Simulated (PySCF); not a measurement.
Correlation energy of Ar⁺ (argon, charge +1)

[Ne] 3s2 3p4 4s1, 4s spin antiparallel (an excited configuration). All numbers are calculated (PySCF 2.14, the spin-free X2C one-electron Hamiltonian (Gaussian nucleus), in aug-cc-pVQZ-DK (7s6p4d3f2g, 84 functions)). Frozen: [Ne]; 7 electrons correlated.

MP2 pair energies summed by pair of shells (mhartree):

```
 pair  energy  share (%)
3p-3p  -66.42       41.6
3s-3p  -65.00       40.7
3p-4s  -14.44        9.0
3s-3s  -10.51        6.6
3s-4s   -3.37        2.1
```

Total MP2 correlation energy: -159.74 mhartree.

Same-spin part -36.21 and opposite-spin part -123.53 mhartree; SCS-MP2 scales them by 1/3 and 6/5 to -160.30 mhartree.
